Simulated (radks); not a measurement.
Charge is removed step by step from the 4s1/2 level of Ge, starting from [Ar] 3d10 4s2 4p2. Method: Dirac Kohn-Sham, LDA (Slater exchange, Perdew-Wang correlation), spin-unpolarised, spherical densities, finite nucleus; open shells fill j = l - 1/2 first; Fermi nuclear charge, rms radius 4.0742 fm; computed with a radial shooting solver on a logarithmic mesh with Libxc functionals.

| removed (e) | E - E(0) (eV) | eigenvalue (eV) | E minus straight line (eV) |
|---|---|---|---|
| 0 | 0.000 | -11.841 | 0.000 |
| 0.125 | 1.546 | -12.901 | -0.493 |
| 0.25 | 3.226 | -13.991 | -0.851 |
| 0.375 | 5.045 | -15.107 | -1.071 |
| 0.5 | 7.004 | -16.248 | -1.150 |
| 0.625 | 9.108 | -17.412 | -1.085 |
| 0.75 | 11.358 | -18.597 | -0.874 |
| 0.875 | 13.758 | -19.801 | -0.513 |
| 1 | 16.309 | -21.025 | 0.000 |

Removing the whole electron costs 16.309 eV by Delta-SCF, against 11.841 eV from minus the eigenvalue at the starting occupation. Slater's transition state (half an electron removed) gives 16.248 eV. Integrating minus the eigenvalue over the occupation (Janak's theorem) gives 16.309 eV. The mean slope of the eigenvalue, de/dn, is 9.18 eV per electron.
